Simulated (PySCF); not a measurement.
PySCF input (BP86/6-31G* (5d)):

```python
from pyscf import gto, dft

mol = gto.M(
    atom='''
    O    -2.09899100    0.33409200    0.37067800
    C    -0.97246400    0.15478500    0.17173500
    B     0.48534000   -0.07725000   -0.08571000
    F     1.22605800    0.90572000   -0.58752300
    F     1.01838700   -1.26296300    0.19115800
    ''',
    basis='6-31g*',
    charge=0,
    spin=1,
    verbose=4,
)

mf = dft.UKS(mol, xc='bp86')
mf.grids.level = 3
mf.conv_tol = 1e-9
mf.max_cycle = 100
mf.max_memory = 1500
mf.kernel()
if not mf.converged:
    mf = mf.newton()
    mf.kernel(mf.make_rdm1())
mo, _, stable, _ = mf.stability(return_status=True)
if not stable:
    mf.kernel(mf.make_rdm1(mo, mf.mo_occ))
    stable = mf.stability(return_status=True)[2]
mf.dip_moment()
```

From the output:

```
  HOMO = -0.163620930064  LUMO = -0.121784797182  gap/eV = 1.13842
cycle= 6 E= -337.913322864492  delta_E= -0.000143  |g|= 0.00511  |ddm|= 0.019
  alpha nocc = 19  HOMO = -0.16392237700865  LUMO = -0.10374204720045
  beta  nocc = 18  HOMO = -0.359039265869755  LUMO = -0.122028573445111
  HOMO = -0.163922377009  LUMO = -0.122028573445  gap/eV = 1.13999
cycle= 7 E= -337.913337113775  delta_E= -1.42e-05  |g|= 0.0015  |ddm|= 0.00632
  alpha nocc = 19  HOMO = -0.163935278187974  LUMO = -0.103680836690762
  beta  nocc = 18  HOMO = -0.359109066544878  LUMO = -0.12202433588642
  HOMO = -0.163935278188  LUMO = -0.122024335886  gap/eV = 1.14045
cycle= 8 E= -337.913338041014  delta_E= -9.27e-07  |g|= 0.000196  |ddm|= 0.00115
  alpha nocc = 19  HOMO = -0.163935875510639  LUMO = -0.103677000743964
  beta  nocc = 18  HOMO = -0.359100273058202  LUMO = -0.122016108554332
  HOMO = -0.163935875511  LUMO = -0.122016108554  gap/eV = 1.14069
cycle= 9 E= -337.913338123832  delta_E= -8.28e-08  |g|= 4.07e-05  |ddm|= 0.000195
  alpha nocc = 19  HOMO = -0.163934950952836  LUMO = -0.10367547500782
  beta  nocc = 18  HOMO = -0.359106590754433  LUMO = -0.122015260111906
  HOMO = -0.163934950953  LUMO = -0.122015260112  gap/eV = 1.14069
cycle= 10 E= -337.913338125278  delta_E= -1.45e-09  |g|= 1.45e-05  |ddm|= 6.56e-05
  alpha nocc = 19  HOMO = -0.163935660996495  LUMO = -0.103677960040179
  beta  nocc = 18  HOMO = -0.359103824966536  LUMO = -0.122016214796596
  HOMO = -0.163935660996  LUMO = -0.122016214797  gap/eV = 1.14069
cycle= 11 E= -337.913338125438  delta_E= -1.6e-10  |g|= 2.06e-06  |ddm|= 2.06e-05
  alpha nocc = 19  HOMO = -0.163935432239833  LUMO = -0.103677823282078
  beta  nocc = 18  HOMO = -0.359104594909779  LUMO = -0.122016054721839
  HOMO = -0.16393543224  LUMO = -0.122016054722  gap/eV = 1.14068
Extra cycle  E= -337.91333812544  delta_E= -1.48e-12  |g|= 2.91e-06  |ddm|= 4.85e-06
converged SCF energy = -337.91333812544  <S^2> = 0.75090822  2S+1 = 2.000908
uhf_internal: lowest eigs of H = [0.41030533 0.4643584  0.46853521]
<class 'pyscf.dft.uks.UKS'> wavefunction is stable in the internal stability analysis
Dipole moment(X, Y, Z, Debye): -0.38841,  0.06182,  0.06859
```

The geometry given is a B3LYP-D3(BJ)/def2-TZVP minimum.
